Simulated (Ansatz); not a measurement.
Reaction (redistribution): `[Cl][SnH2][GeH3]` + `CO[SiH](O)F` → `O[SiH](F)[O][GeH3]` + `[CH3][SnH2][Cl]`

Computed with Ansatz on PBE0-D4/def2-TZVP structures; ΔE is electronic, products minus reactants. CCSD(T)/CBS adds triple-zeta CCSD(T) − MP2 to the extrapolated MP2 energy (def2 sets, frozen cores). Functionals use def2-TZVPP. B3LYP here is the variant with VWN-RPA as its local correlation; programs differ in this. def2 core potentials past Kr. For Ge, Sn outer-core shells are correlated without core-valence functions, which leaves a few kJ/mol of doubt a bond. Scalar relativity is left out up to krypton. Each species was taken in one conformer, which may not be the lowest.

`[Cl][SnH2][GeH3]`:

```xyz
8

Cl   -2.713    0.229   -0.778
Sn   -0.851    0.694    0.570
Ge    1.097   -0.681   -0.454
H    -0.655    2.387    0.487
H    -1.314    0.222    2.143
H     0.734   -2.171   -0.415
H     2.384   -0.447    0.353
H     1.316   -0.235   -1.905
```

`CO[SiH](O)F`:

Cartesian coordinates in Å:
```
C 1.195 -0.170 -1.083
O 0.056 -0.578 -0.355
Si -0.598 0.219 0.898
O -2.020 -0.462 1.266
F -0.777 1.745 0.469
H 2.091 -0.178 -0.454
H 1.063 0.834 -1.497
H 1.342 -0.873 -1.904
H 0.236 0.214 2.110
H -2.589 -0.752 0.551
```

`O[SiH](F)[O][GeH3]`:

Z-matrix (Å, degrees):
```
Si
F 1 1.596
O 1 1.604 2 111.1
O 1 1.633 2 108.1 3 118.5
H 1 1.472 2 106.4 3 -119.7
Ge 3 1.786 1 134.6 2 87.5
H 4 0.958 1 118.8 2 42.5
H 6 1.534 3 107.6 1 81.0
H 6 1.535 3 108.6 1 -40.1
H 6 1.532 3 104.9 1 -159.8
```

`[CH3][SnH2][Cl]`:

Z-matrix (Å, degrees):
```
C
Sn 1 2.127
H 1 1.091 2 110.1
H 1 1.089 2 109.2 3 -120.2
H 1 1.089 2 109.3 3 120.2
Cl 2 2.342 1 105.7 3 179.3
H 2 1.705 1 113.6 3 64.1
H 2 1.705 1 113.7 3 -65.4
```

Is it downhill or uphill in electronic energy at CCSD(T)/CBS, and by how much? (An estimate is asked.)

Computed: Downhill: ΔE = -19.7 kcal/mol.

What do these levels give: B3LYP-D4, CAM-B3LYP-D4, PBE-QIDH, BLYP, B3LYP, CCSD/def2-SVP? (An estimate is asked.)

The calculation gave: B3LYP-D4 -17.1, CAM-B3LYP-D4 -18.2, PBE-QIDH -19.1, BLYP -15.8, B3LYP -16.6, CCSD/def2-SVP -16.4 kcal/mol.

Largest T1 diagnostic among the species: 0.012.

Leaving LDA and LC-ωPBE aside and taking each functional with its dispersion term where it has one, the values, not all of them listed here, spread over 5.4 kcal/mol, from B97M-V to PBE-D4. LDA lies +1.2 kcal/mol from PBE without D4. From PBE to PBE0 (25 % exact exchange), in def2-TZVPP and without D4, ΔE moves by −1.1 kcal/mol.
